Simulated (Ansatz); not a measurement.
CH7NO2Si can be A, `N[SiH2]OCO`, or B, `NC(O)O[SiH3]`.

Isolated molecules relaxed with PBE0-D4/def2-TZVP in Ansatz; ΔE leaves out vibrations. CCSD(T)/CBS adds triple-zeta CCSD(T) − MP2 to the extrapolated MP2 energy (def2 sets, frozen cores). Functionals use def2-TZVPP. B3LYP here is the variant with VWN-RPA as its local correlation; programs differ in this. Each species was taken in one conformer, which may not be the lowest.

(1) Which is lower in electronic energy at CCSD(T)/CBS, and by how much? (Best estimate.)

(2) Give E(B) − E(A) in kcal/mol with CCSD/def2-TZVPP, r2SCAN-D4, B2PLYP, B3LYP-D4, MP2/def2-TZVPP, ωB97M-V, PBE-D4. (An estimate is asked.)

Largest T1 diagnostic: 0.011.

## Answers

(1) Computed: A, by 22.2 kcal/mol.

(2) The calculation gave: CCSD/def2-TZVPP 21.5, r2SCAN-D4 21.2, B2PLYP 22.3, B3LYP-D4 21.8, MP2/def2-TZVPP 22.4, ωB97M-V 21.5, PBE-D4 20.4. None reverses the order clearly.
